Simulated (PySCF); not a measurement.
A calculated (revPBE, PySCF 2.14, aug-cc-pVTZ-X2C, the spin-free X2C one-electron Hamiltonian (Gaussian nucleus)) atom or ion has these occupied shells.

```
shell  electrons  orbital energy (eV)  rms radius, mean of both spins (bohr)
 1s β          1             -15922.3                                 0.0450
 1s α          1             -15922.3                                 0.0450
 2s α          1              -2160.3                                  0.187
 2s β          1              -2160.2                                  0.187
 2p α          3              -1920.1                                  0.166
 2p β          3              -1920.1                                  0.166
 3s α          1              -337.76                                  0.526
 3s β          1              -337.74                                  0.526
 3p α          3              -260.20                                  0.538
 3p β          3              -260.18                                  0.538
 3d α          5              -132.14                                  0.549
 3d β          5              -132.11                                  0.549
 4s α          1              -45.279                                   1.45
 4s β          1              -45.021                                   1.45
 4p α          3              -27.361                                   1.69
 4p β          3              -27.008                                   1.69
 4d α          1               -6.264                                   3.38
```

Name the element and its charge.

Sr⁺ (strontium, charge +1), in [Kr] 4d1, 2D determinant (an excited configuration).
